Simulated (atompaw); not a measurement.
**Logarithmic derivatives: B, PAW (atompaw)**

* Element: B
* Generator: atompaw 4.2.0.5
* Type: PAW
* Functional: PBE
* Relativity: scalar-relativistic
* Frozen core: [He]
* Valence charge: 3
* Reference configuration: 2s2 2p1
* Partial waves: 2s (bound): rc 2.45 bohr; 2s channel at -0.35 Ry: rc 1.25 bohr; 2p (bound): rc 2.45 bohr; 2p channel at 0.15 Ry: rc 2.45 bohr
* Local potential: troulliermartins scheme with l = 2 at 0 Ry, radius 1.95 bohr
* Core correction: smooth core density matched at 1.80 bohr
* Augmentation charge: gaussian compensation charge, radius 2.40 bohr; PAW radius 2.45 bohr; waves and projectors: custom rrkj vanderbiltortho

The phase is arctan(r·u′/u) with u = r·R(r), unwrapped; energies in Ry, scanned from -3 to 5 Ry. A pole is an energy at which the radial function vanishes at the test radius. The pseudo phase is shifted by a multiple of π to meet the all-electron one at the reference energy, and phase errors are pseudo minus all-electron; the curves can meet again beyond the range given. Levels narrower than the energy grid can be missing from the lists of poles.

Q: For each channel, where are the poles, and over which energies does the pseudopotential scatter like the atom?

A:

```json
{"channel": "s", "radius (bohr)": "2.46", "reference energy (Ry)": "-0.69", "poles, all-electron": "0.07", "poles, pseudo": "0.07", "unbroken range about the reference energy with phases within 0.05 rad": "below 2.2", "phase error 1 Ry above the reference energy (rad)": "-0.000"}
{"channel": "p", "radius (bohr)": "2.46", "reference energy (Ry)": "-0.27", "poles, all-electron": "0.48", "poles, pseudo": "0.48", "unbroken range about the reference energy with phases within 0.05 rad": "below 2.4", "phase error 1 Ry above the reference energy (rad)": "-0.000"}
```

Phases in the s channel:

```
E (Ry)  all-electron  pseudo
 -3.00         1.291   1.291
 -2.76         1.272   1.272
 -2.52         1.248   1.248
 -2.28         1.218   1.217
 -2.04         1.176   1.176
 -1.80         1.115   1.115
 -1.56         1.018   1.018
 -1.32         0.836   0.835
 -1.08         0.417   0.416
 -0.84        -0.450  -0.450
 -0.60        -1.097  -1.097
 -0.36        -1.367  -1.367
 -0.12        -1.502  -1.502
  0.12        -1.585  -1.585
  0.36        -1.645  -1.646
  0.60        -1.695  -1.695
  0.84        -1.740  -1.741
  1.08        -1.786  -1.787
  1.32        -1.835  -1.838
  1.56        -1.894  -1.900
  1.80        -1.968  -1.980
  2.04        -2.071  -2.096
  2.28        -2.225  -2.281
  2.52        -2.478  -2.604
  2.76        -2.893  -3.137
  3.00        -3.428  -3.705
  3.24        -3.861  -4.070
  3.48        -4.126  -4.275
  3.72        -4.285  -4.399
  3.96        -4.388  -4.482
  4.20        -4.459  -4.541
  4.44        -4.512  -4.586
  4.68        -4.552  -4.622
  4.92        -4.584  -4.652
```
